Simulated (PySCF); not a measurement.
**Cobalt: a sound run and one with changed settings**

Sound run: Co+ [Ar] 3d8, Co(2+) [Ar] 3d7. Computed with PySCF 2.14 in aug-cc-pVDZ-DK (7s6p4d2f, 59 functions), with the spin-free X2C one-electron Hamiltonian (Gaussian nucleus). In the sound run the correlated levels freeze [Ar]. The sound run starts from symmetry-adapted Hartree-Fock orbitals and uses a fine grid where one is needed.

A second run was set up differently.

| species | method | sound run (hartree) | changed run (hartree) | converged |
| --- | --- | --- | --- | --- |
| Co+ | MP2 | -1391.82053 | -1392.05298 | yes |
| Co(2+) | MP2 | -1391.20376 | -1391.41711 | yes |

Ionisation energy of Co+:

```csv
method,sound run (eV),changed run (eV)
UHF,14.248,14.248
MP2,16.783,17.303
SCS-MP2,16.645,17.004
```

Problem. What was changed?
A. a valence shell is frozen
B. level shift left on
C. all electrons correlated in a valence basis
D. basis contracted for another Hamiltonian

Solution. C. A valence basis has no tight correlating functions, so it recovers only part of the core correlation, and not evenly between atom and ion.
